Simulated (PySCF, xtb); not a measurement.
Si(H)2(OH)(iPr) (C3H10OSi), SMILES CC(C)[SiH2]O.

GFN2-xTB (xtb) at its own geometry gives an orbital gap of 5.90 eV and a dipole moment of 1.49 D.

The structure is a stationary point at B3LYP-D3(BJ)/def2-SVP. Other conformers were not sampled.

Question: What does CAM-B3LYP/def2-TZVP run with PySCF give? (The exact figures need the calculation; the answer reports its results.)

Answer: gap 10.40 eV (levels -9.17 and 1.23 eV), dipole 1.78 D.
